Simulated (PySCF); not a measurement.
**SbO₂⁺: breathing scan**

Computed with PySCF, TPSS, basis Sb def2-TZVP with ECP28, O def2-TZVP (scalar-relativistic core potentials, no spin–orbit coupling, density fitting).

Rigid scan from the singlet minimum (Sb–O 1.781 Å (×2); O–Sb–O 180.0°). Coordinate: all bonds to the central atom scaled together. Energies in kJ/mol from the minimum.

Question: Predict the curve at 0.88, 0.92, 0.96, 1.00, 1.04, 1.08, 1.14, 1.22, 1.35.

Answer: 
```tsv
scale of all bonds to the centre	E (kJ/mol)
0.88	267.0
0.92	102.5
0.96	22.3
1.00	0.0
1.04	16.9
1.08	59.5
1.14	151.0
1.22	294.2
1.35	564.9
```

At long bonds a restricted determinant can lie too high, and another spin state can fall below this curve.

The scan took 120 s on 2 threads of a shared Arm Neoverse N1 host; the process peaked at 0.9 GiB. Launch command: `OMP_NUM_THREADS=2 python axn.py task.json out`.
